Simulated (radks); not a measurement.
Values are calculated unless marked as measured or tabulated.
The table gives one normalised radial function P(r) = r R(r) of Tm59+ in [Ne] (r in bohr). Code: a radial shooting solver on a logarithmic mesh with Libxc functionals. Model: non-relativistic Kohn-Sham, LDA (Slater exchange, Perdew-Wang correlation), spin-unpolarised, spherical densities, point nucleus; relativity is left out, which matters for an element this heavy.

r              P
0.0007295  0.7889
0.0008839  0.9457
0.001071   1.1312
0.001298   1.3494
0.001572   1.6043
0.001905   1.8998
0.002309   2.2388
0.002797   2.6228
0.003389   3.0509
0.004107   3.5183
0.004976   4.0152
0.006029   4.5247
0.007306   5.0214
0.008852   5.4703
0.01073    5.8271
0.013      6.0411
0.01575    6.0608
0.01908    5.8439
0.02312    5.3708
0.02801    4.6579
0.03394    3.7660
0.04113    2.7976
0.04983    1.8760
0.06038    1.1116
0.07316    0.5672
0.08864    0.2416
0.1074     0.0827
0.1301     0.0218
0.1577     0.0042
0.1911     0.0005
0.2315     0.0000
0.2805     0.0000

Which n and l does it have? It may be an empty orbital.

Answer. n = 1, l = 0: the number of nodes gives n - l - 1 = 0, the rise at small r (about r^(l+1)) gives l, and the extent must fit the shell. The curve is that of 1s. 1s: eigenvalue -59854 eV, 0 radial nodes, <r> = 0.0220 bohr, 90 % of the charge inside 0.0390 bohr.
